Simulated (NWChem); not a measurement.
System: PbNH₃, singlet; SMILES [NH2][PbH]

Input file for NWChem:

```
start job
memory heap 200 mb stack 900 mb global 1100 mb
geometry units angstroms
  Pb    -0.044247     0.100788     0.111826
  H     -0.735105     1.261506    -1.142383
  N      0.595736    -1.331980    -1.323875
  H      0.490931    -1.267018    -2.321796
  H      1.061426    -2.203486    -1.126536
end
basis spherical
  * library def2-svp
end
ecp
  Pb library def2-ecp
end
dft
  xc pbe0
  iterations 150
end
driver
  maxiter 120
end
task dft optimize
dft
  grid fine
  convergence energy 1d-8 density 1d-7
end
task dft freq numerical
```

Low-valent species are run as closed-shell singlets; no triplet was tried in these runs. def2 effective core potentials on Pb; no spin-orbit coupling.

The level has its own optimisation; frequencies are unscaled.

**Question.** What results follow from this input? (PBE0/def2-SVP with def2 effective core potentials on Pb.) Quantities: r H–Pb (Å); r N–Pb (Å); r H–N (Å); highest harmonic frequency (cm⁻¹); lowest (cm⁻¹); zero-point energy (kcal/mol).

**Answer.** 
```
Property                           Value
---------------------------------  -----
r H–Pb (Å)                         1.862
r N–Pb (Å)                         2.128
r H–N (Å)                          1.015
highest harmonic frequency (cm⁻¹)   3706
lowest (cm⁻¹)                        347
zero-point energy (kcal/mol)        18.6
```
